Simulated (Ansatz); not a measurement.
Isolated molecules relaxed with PBE0-D4/def2-TZVP in Ansatz; ΔE leaves out vibrations. CBS: MP2 limit from def2 TZ/QZ plus the TZ coupled-cluster correction, frozen cores. This one scheme is used for every species. DFT in def2-TZVPP. B3LYP here is the variant with VWN-RPA as its local correlation; programs differ in this. Each species was taken in one conformer, which may not be the lowest.

Consider the ligand exchange at the Si–N bond: `OC(O)(F)N[SiH3]` + `OBCl` → `[SiH3]OBCl` + `NC(O)(O)F`.

```json
{"level": "PBE-D4", "ΔE (kJ/mol)": "-36.3"}
{"level": "B3LYP-D4", "ΔE (kJ/mol)": "-43.4"}
{"level": "B2PLYP", "ΔE (kJ/mol)": "-44.7"}
{"level": "PBE", "ΔE (kJ/mol)": "-37.6"}
{"level": "B3LYP", "ΔE (kJ/mol)": "-45.4"}
{"level": "HF/def2-TZVPP", "ΔE (kJ/mol)": "-55.0"}
{"level": "CCSD(T)/def2-TZVPP", "ΔE (kJ/mol)": "-42.3"}
{"level": "HF/CBS(def2)", "ΔE (kJ/mol)": "-56.0"}
```

Problem. What does CCSD(T)/CBS give? (An estimate is asked.)

Solution. Ansatz gave: -43.1 kJ/mol. The listed levels differ from it by 6.8, -0.3, -1.6, 5.5, -2.3, -11.9, 0.8, -12.9 kJ/mol.

Largest T1 diagnostic among the species: 0.012.

In def2-TZVPP, CCSD(T) changes the Hartree–Fock value by +12.7 kJ/mol (the triples alone add +1.6 kJ/mol) and MP2 by +13.5 kJ/mol.
